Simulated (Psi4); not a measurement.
CdCl2, triplet, at a GFN2-xTB geometry (such geometries of metal compounds can be far from the true shape) (a higher spin typed on purpose: for a closed-shell molecule this is an excited state) (core potentials on Cd), with bond 2-1 at 1.6 times its length. Base run: HF/def2-SVP (Psi4).

The Psi4 input:
```
memory 2 GB

molecule mol {
0 3
  Cd   -0.747333    0.298517   -0.472689
  Cl    3.384035   -0.369259   -0.315303
  Cl    0.275346   -0.724029    1.708975
}

set basis def2-svp
set reference uhf

energy('scf')
print_variables()
```

The base run was repeated with changes; each row names its change, and settings that it needs were set with it.

```csv
change,ΔE vs base (mEh),SCF cycles,basis functions,outcome
base,0.000,20,67,converged
d_convergence = 1e-4,0.000,18,67,converged
guess = sadno,0.000,23,67,converged
cholesky_tolerance = 1e-3 (with scf_type cd),18.689,20,67,converged
guess = gwh,114.9,20,67,another SCF solution
e_convergence = 1e-10,0.000,22,67,converged
e_convergence = 1e-8,0.000,20,67,converged
scf_type = disk_df,0.000,20,67,converged
df_basis_scf = def2-universal-jkfit,0.000,20,67,converged
guess = modhuckel,0.000,17,67,converged
puream = false,-10.520,21,74,converged
d_convergence = 1e-8,0.000,24,67,converged
damping_percentage = 50,-,-,67,not converged
```

A guess, shift, damping, solver or small numerical setting can't move a converged solution much, so rows marked as another SCF solution ended in a different state.

Open shells are given as the SCF converged; they aren't shown to be the lowest states, and a large step between rows can be another state.
